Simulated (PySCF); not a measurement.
## Atomic charges by several schemes

C₉H₁₆P (charge +1).
Cartesian coordinates in Å at the PBE0-D3(BJ)/def2-SVP level; atoms count from 1:
```xyz
26
C9H16P angstrom
C     -0.202   -2.796   -0.596
C     -0.671   -1.591   -0.929
P     -0.586   -0.160    0.147
C     -2.248    0.177    0.761
C      0.436   -0.461    1.582
C      1.756   -0.714    1.568
C      2.665   -0.827    0.401
C     -0.008    1.230   -0.824
C     -0.258    2.652   -0.390
C     -0.964    2.117   -1.586
H      0.290   -2.982    0.364
H     -0.299   -3.643   -1.281
H     -1.164   -1.414   -1.893
H     -2.548   -0.656    1.413
H     -2.956    0.242   -0.076
H     -2.265    1.113    1.338
H     -0.094   -0.402    2.538
H      2.229   -0.848    2.549
H      3.407   -0.012    0.430
H      2.152   -0.805   -0.570
H      3.245   -1.762    0.463
H      0.956    1.019   -1.299
H     -0.841    2.832    0.517
H      0.568    3.353   -0.530
H     -0.640    2.434   -2.580
H     -2.039    1.931   -1.508
```

Density: PBE0/pcSseg-1 (PySCF); schemes: Mulliken, IAO, Hirshfeld and ESP-fitted. One conformer (not necessarily the lowest) at the PBE0-D3(BJ)/def2-SVP geometry, without solvent, vibrations or thermal averaging.

Problem. Give the atomic charges in each scheme.

Solution. In e; atoms taken as equivalent share a row and are averaged (×n: the atom named and its like, n in all):

```tsv
atom	environment	Mulliken	IAO	Hirshfeld	ESP-fitted
C1	terminal =CH2 carbon	-0.066	-0.217	-0.022	-0.180
C2	alkene CH carbon	-0.390	-0.399	-0.081	-0.364
P3	phosphonium phosphorus	+0.645	+1.227	+0.459	+0.922
C4	sp3 carbon bound to phosphorus	-0.439	-0.632	-0.125	-0.769
C5	alkene CH carbon	-0.368	-0.443	-0.100	-0.580
C6	alkene CH carbon	-0.135	-0.040	+0.032	+0.127
C7	allylic carbon	-0.261	-0.429	-0.099	-0.383
C8	sp3 carbon bound to phosphorus	-0.461	-0.378	-0.079	-0.452
C9	three-membered-ring carbon	-0.165	-0.260	-0.060	-0.128
C10	three-membered-ring carbon	-0.171	-0.262	-0.059	-0.313
H11	vinylic hydrogen	+0.166	+0.170	+0.062	+0.174
H12	vinylic hydrogen	+0.180	+0.191	+0.086	+0.192
H13	vinylic hydrogen	+0.178	+0.184	+0.073	+0.213
H14/H15/H16	methyl hydrogen	+0.197	+0.189	+0.078	+0.262
H17	vinylic hydrogen	+0.170	+0.183	+0.068	+0.243
H18	vinylic hydrogen	+0.164	+0.182	+0.080	+0.147
H19/H20/H21	methyl hydrogen	+0.165	+0.169	+0.064	+0.144
H22	methine hydrogen	+0.195	+0.178	+0.067	+0.269
H23	methylene hydrogen	+0.158	+0.157	+0.061	+0.119
H24	methylene hydrogen	+0.177	+0.179	+0.076	+0.167
H25	methylene hydrogen	+0.178	+0.180	+0.076	+0.205
H26	methylene hydrogen	+0.158	+0.157	+0.061	+0.171
```

Mean size of the charges over all atoms: ESP-fitted 0.282 e, IAO 0.274 e, Mulliken 0.227 e, Hirshfeld 0.087 e. Each set sums to the total charge, 1, to within 0.001 e. The ESP scheme fits charges at the nuclei, held to the total charge, to the electrostatic potential on points at 1.4 to 2.0 times the van der Waals radii.

Some averages cover members that differ in this geometry: H19/H20/H21, ESP-fitted +0.101 to +0.168; H19/H20/H21, IAO +0.141 to +0.185; H19/H20/H21, Mulliken +0.144 to +0.178; H19/H20/H21, Hirshfeld +0.042 to +0.075 e.

Lowest charge. The schemes don't all agree: Mulliken C8 (-0.461); IAO C4 (-0.632); Hirshfeld C4 (-0.125); ESP-fitted C4 (-0.769).

Highest charge. All schemes agree: Mulliken P3 (+0.645); IAO P3 (+1.227); Hirshfeld P3 (+0.459); ESP-fitted P3 (+0.922).

Problem. How closely do the schemes follow one another over all atoms?

Solution. Correlation coefficient and root-mean-square difference: IAO with Hirshfeld 0.99, 0.246 e; IAO with ESP-fitted 0.96, 0.093 e; Mulliken with ESP-fitted 0.96, 0.121 e; Mulliken with IAO 0.95, 0.134 e; Hirshfeld with ESP-fitted 0.93, 0.244 e; Mulliken with Hirshfeld 0.91, 0.164 e.

Problem. How many electrons does the ESP-fitted scheme count on C4?

Solution. Z − q = 6 − (-0.769) = 6.769.
